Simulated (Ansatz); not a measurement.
Total energies of `O/C(F)=N/[SiH3]`.

```xyz
9

O     1.249   -0.967   -1.885
C     0.663   -0.719   -0.723
F     0.901   -1.758    0.071
N     0.011    0.293   -0.423
Si   -0.791    0.724    1.044
H     1.068   -0.205   -2.450
H    -2.227    0.931    0.732
H    -0.208    2.002    1.521
H    -0.666   -0.300    2.115
```

Total charge 0; spin multiplicity 1. The geometry is a stationary point of PBE0-D4/def2-TZVP. It is one conformer, not always the lowest. Basis def2-TZVPP, Ansatz 0.2.0.

RPA on PBE orbitals: Hartree–Fock energy of these orbitals -557.96278 Eh, correlation -1.51773 Eh (frozen core).

```tsv
functional	energy without D4 (Eh)	D4 term (kJ/mol)
LDA (SPW92)	-556.83192	–
PBE	-559.52968	-16.0
revPBE	-559.81847	-52.9
BLYP	-559.91546	-35.8
r2SCAN	-559.81157	-3.9
B97M-V	-559.82441	–
B3LYP	-559.99007	-25.7
r2SCANh	-559.79359	-4.1
r2SCAN0	-559.76799	-4.6
HSE06 (plane-wave form)	-559.54064	-12.4
BHLYP	-559.83756	-18.6
CAM-B3LYP	-559.88516	-13.4
ωB97M-V	-559.86544	–
PBE-QIDH	-559.43659	–
```

Task: Give the same for PBE0, LC-ωPBE, ωB97X-V, B2PLYP. (Best estimate.)

Result: Ansatz gave: 
```tsv
functional	energy without D4 (Eh)	D4 term (kJ/mol)
PBE0	-559.55923	-13.4
LC-ωPBE	-559.71445	–
ωB97X-V	-559.83199	–
B2PLYP	-559.67000	–
```

B3LYP takes the VWN-RPA correlation (the form of Gaussian; ORCA's B3LYP/G). HSE06 is the plane-wave form, built on full-range PBE exchange. The double hybrids freeze the cores in their second-order part.

LC-ωPBE has ω = 0.4 bohr⁻¹.
